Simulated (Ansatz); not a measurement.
Reaction (formal exchange of groups at a B–Br bond): `FB([SiH3])Br` + `C[SiH3]` → `FB([SiH3])C[SiH3]` + HBr

Calculated with Ansatz (gas phase, PBE0-D4/def2-TZVP geometries, no zero-point term in ΔE). CCSD(T)/CBS adds triple-zeta CCSD(T) − MP2 to the extrapolated MP2 energy (def2 sets, frozen cores). This one scheme is used for every species. Functionals use def2-TZVPP. B3LYP here is the variant with VWN-RPA as its local correlation; programs differ in this. For Br outer-core shells are correlated without core-valence functions, which leaves a few kJ/mol of doubt a bond. Scalar relativity is left out up to krypton. One conformer a species, not always the lowest.

`FB([SiH3])Br`:

Z-matrix (Å, degrees):
```
Si
B 1 2.027
H 1 1.487 2 108.5
H 1 1.487 2 108.5 3 118.0
H 1 1.486 2 111.9 3 -121.0
Br 2 1.923 1 119.6 3 -58.9
F 2 1.313 1 123.6 3 121.1
```

`C[SiH3]`:

```xyz
8

C    -0.301   -0.774    0.534
Si    0.270    0.693   -0.478
H    -1.200   -0.526    1.103
H     0.473   -1.084    1.239
H    -0.532   -1.624   -0.112
H    -0.787    1.114   -1.436
H     1.493    0.352   -1.254
H     0.586    1.849    0.405
```

`FB([SiH3])C[SiH3]`:

Cartesian coordinates in Å:
```
F -0.673 -0.391 2.113
B -0.150 0.192 1.032
Si 1.871 0.484 1.030
C -1.092 0.541 -0.142
Si -1.069 -0.868 -1.402
H 2.258 1.386 2.152
H 2.332 1.101 -0.244
H 2.591 -0.808 1.213
H -0.753 1.422 -0.695
H -2.132 0.674 0.173
H -1.594 -2.116 -0.792
H -1.909 -0.505 -2.572
H 0.322 -1.113 -1.867
```

HBr:

Z-matrix (Å, degrees):
```
Br
H 1 1.420
```

```csv
level,ΔE (kcal/mol),difference from CCSD(T)/CBS
PBE-D4,16.1,-0.5
revPBE-D4,15.8,-0.8
r2SCAN-D4,16.8,0.2
B3LYP-D4,16.0,-0.6
LC-ωPBE,15.7,-0.9
RPA@PBE/def2-TZVPP,15.9,-0.7
MP2/def2-SVP,16.7,0.1
HF/def2-TZVPP,17.9,1.3
SCS-MP2/def2-TZVPP,17.1,0.5
CCSD/def2-TZVPP,16.1,-0.5
CCSD(T)/CBS,16.6,0
```

Largest T1 diagnostic among the species: 0.013.

At CCSD(T), def2-SVP lies −0.9 kcal/mol from the extrapolated value and def2-TZVPP −0.5 kcal/mol. The D4 term adds −1.4 kcal/mol with B3LYP and −0.9 kcal/mol with PBE0; it sums over pairs of atoms, weighted by their polarisabilities, and B3LYP, whose exchange is more repulsive, gets the larger term.
